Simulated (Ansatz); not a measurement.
SiHBr3, SMILES Br[SiH](Br)Br.

The structure is a stationary point at B3LYP-D3(BJ)/def2-SVP.

Two levels are set side by side: PBE/def2-SVPD (Ansatz, an electronic-structure program) and PBE0/def2-SVPD (Ansatz). Energy differences of separate SCF runs at the same geometry; the states with an electron removed or added have multiplicity 2 and 2. Differences are taken from unrounded values.

| quantity | PBE |
|---|---|
| vertical ionisation energy (eV) | 10.03 |
| vertical singlet–triplet gap (eV) | 5.04 |

**Question.** These are the PBE values. What does PBE0 give? (Estimate from the structure and the level; the computed values follow.)

**Answer.** 
```csv
quantity,PBE0,PBE minus PBE0
vertical ionisation energy (eV),10.53,-0.50
vertical singlet–triplet gap (eV),5.59,-0.55
```
